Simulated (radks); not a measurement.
The numbers below are computed, except where a source is named.
Initial-state core-level shifts of the tantalum ion Ta3+ when its valence configuration changes from [Xe] 4f14 5d2. Code: a radial shooting solver on a logarithmic mesh with Libxc functionals. Model: scalar-relativistic Kohn-Sham, PBE, spin-unpolarised, spherical densities, finite nucleus; Fermi nuclear charge, rms radius 5.3507 fm. Shifts are changes of the shell-averaged eigenvalues in eV (positive: less bound); the change of the density at the nucleus, which sets a Mossbauer isomer shift, is in e/bohr^3, on a base of 1.395e+06.

valence                2s       3p       4p       5p  density at nucleus
4f14 5d1 6s1       -3.536   -3.452   -3.445   -3.061              +131.9
4f14 5d1 6p1       -4.951   -4.864   -4.862   -4.404               +11.1
4f13 5d2 6s1      -14.043  -15.214  -14.015   -6.799              +207.8
4f13 5d3          -10.325  -11.582  -10.405   -3.639               +68.6
4f14 6s1 6p1       -8.682   -8.487   -8.470   -7.531              +152.6
4f13.5 6s1 6p1.5  -16.589  -16.942  -16.344  -11.688              +202.2
4f12 5d4          -21.334  -23.999  -21.310   -7.197              +143.3
4f13.5 5d2.5       -5.073   -5.682   -5.135   -1.829               +33.5
4f12.5 5d3 6s0.5  -17.624  -19.526  -17.622   -7.023              +174.6
